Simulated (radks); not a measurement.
The numbers below are computed, except where a source is named.
Initial-state core-level shifts of the nickel ion Ni+ when its valence configuration changes from [Ar] 3d9. Code: a radial shooting solver on a logarithmic mesh with Libxc functionals. Model: non-relativistic Kohn-Sham, PBE, spin-polarised, spherical densities, point nucleus; open shells are filled with parallel spins first. Shifts are changes of the shell-averaged eigenvalues in eV (positive: less bound); the change of the density at the nucleus, which sets a Mossbauer isomer shift, is in e/bohr^3, on a base of 1.494e+04.

valence,1s,2s,3s,3p,density at nucleus
3d8.5 4p0.5,-3.537,-3.781,-3.577,-3.515,+0.470
3d8 4p1,-7.384,-7.941,-7.399,-7.262,+1.124
3d8 4s0.5 4p0.5,-6.606,-7.208,-6.616,-6.480,+4.675
3d7 4p2,-15.901,-17.282,-15.601,-15.283,+2.994
3d7 4s2,-13.168,-14.636,-12.877,-12.573,+18.552
3d6 4s1 4p2,-24.050,-26.539,-23.002,-22.485,+15.405
3d8 4s1,-5.808,-6.457,-5.816,-5.679,+8.123
